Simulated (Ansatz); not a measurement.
Reaction (ligand exchange at a Ge–O bond): `C[O][GeH]([F])[F]` + HCl → `[F][GeH]([F])[Cl]` + CH₃OH

Program: Ansatz. Geometries: PBE0-D4/def2-TZVP. ΔE: electronic, gas phase. CBS: MP2 limit from def2 TZ/QZ plus the TZ coupled-cluster correction, frozen cores. This one scheme is used for every species. Functionals use def2-TZVPP. HSE06 is defined as in plane-wave codes. For Ge outer-core shells are correlated without core-valence functions, which leaves a few kJ/mol of doubt a bond. Scalar relativity is left out up to krypton. Each species was taken in one conformer, which may not be the lowest.

```tsv
level	ΔE (kcal/mol)	difference from CCSD(T)/CBS
LDA (SPW92)	-5.9	-1.0
BLYP-D4	-5.5	-0.6
r2SCANh-D4	-6.4	-1.5
r2SCAN0-D4	-6.6	-1.7
HSE06-D4	-7.3	-2.4
ωB97X-V	-5.5	-0.6
B2PLYP	-5.4	-0.5
PBE	-7.5	-2.6
revPBE	-8.1	-3.2
BLYP	-6.4	-1.5
r2SCAN	-6.4	-1.5
PBE0	-7.6	-2.7
LC-ωPBE	-6.0	-1.1
RPA@PBE/def2-TZVPP	-3.6	1.3
CCSD(T)/def2-TZVPP	-4.2	0.7
HF/def2-QZVPP	-6.0	-1.1
CCSD(T)/CBS	-4.9	0
```

Largest T1 diagnostic among the species: 0.012.

At CCSD(T), def2-SVP lies +1.8 kcal/mol from the extrapolated value and def2-TZVPP +0.7 kcal/mol. In def2-TZVPP, CCSD(T) changes the Hartree–Fock value by +1.9 kcal/mol (the triples alone add +0.1 kcal/mol) and MP2 by +1.6 kcal/mol.
